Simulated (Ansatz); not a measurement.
System: ScO₂, net charge 0, doublet state. The spin state was set by rule; other spins were not relaxed. 
Coordinates optimised at B3LYP-D3(BJ)/def2-TZVP (Ansatz, a program for electronic structure):
SMILES: [O]=[Sc]=[O]
```xyz
3

Sc     0.1937    -0.0878     0.2172
O      0.9909     0.3448    -1.3028
O     -1.4994    -0.1143     0.7326
```
Charge 0, spin multiplicity 2.

Property: vertical ionisation energy (to the triplet state of charge +1; each state is the SCF solution reached for its spin; for the doublet T1 is 0.068), in eV. Valence correlation only, unless marked. UHF or UKS for open shells. Spin-orbit coupling is left out. Frozen are the shells of the preceding noble gas and the d and f shells that filled before the atom's block. Non-relativistic. CBS marks a two-point X^-3 extrapolation of the correlation energy; Hartree-Fock from the larger set. The bracket is a focal-point correction in the basis named.

```json
[
 {"level": "r2SCAN/def2-TZVPD", "program": "Ansatz", "vertical ionisation energy (eV)": "9.70", "minus last row": "0.05"},
 {"level": "PBE0/def2-TZVPD", "program": "Ansatz", "vertical ionisation energy (eV)": "9.55", "minus last row": "-0.10"},
 {"level": "CAM-B3LYP/def2-TZVPD", "program": "Ansatz", "vertical ionisation energy (eV)": "9.64", "minus last row": "-0.01"},
 {"level": "RI-MP2/CBS(def2-TZVPPD,def2-QZVPPD)", "program": "Ansatz", "vertical ionisation energy (eV)": "9.88", "minus last row": "0.23"},
 {"level": "SCS-MP2/def2-SVPD", "program": "Ansatz", "vertical ionisation energy (eV)": "9.50", "minus last row": "-0.15"},
 {"level": "CCSD/def2-SVPD", "program": "Ansatz", "vertical ionisation energy (eV)": "9.18", "minus last row": "-0.47"},
 {"level": "CCSD/def2-TZVPPD", "program": "Ansatz", "vertical ionisation energy (eV)": "9.11", "minus last row": "-0.54"},
 {"level": "CCSD(T)/def2-SVPD", "program": "Ansatz", "vertical ionisation energy (eV)": "9.58", "minus last row": "-0.07"},
 {"level": "CCSD(T)/def2-TZVPPD", "program": "Ansatz", "vertical ionisation energy (eV)": "9.55", "minus last row": "-0.10"},
 {"level": "RI-MP2/CBS(def2-TZVPPD,def2-QZVPPD)+[CCSD(T)-MP2]/def2-TZVPPD", "program": "Ansatz", "vertical ionisation energy (eV)": "9.65", "minus last row": "0.00"}
]
```
